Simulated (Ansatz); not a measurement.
Harmonic frequencies (cm⁻¹) at PBE0-D4/def2-TZVP from Ansatz: 13, 83, 128, 167, 322, 434, 476, 499, 677, 851, 931, 935, 2231, 2246, 2254.

Question: Which molecule is it?
A. `[F][Ga]([SiH3])[Cl]`
B. `[SiH3][Ga]([Cl])[Cl]`
C. `[OH][Ga]([SH])[SH]`
D. `C#[C][Ga]([F])[F]`

Answer: A.
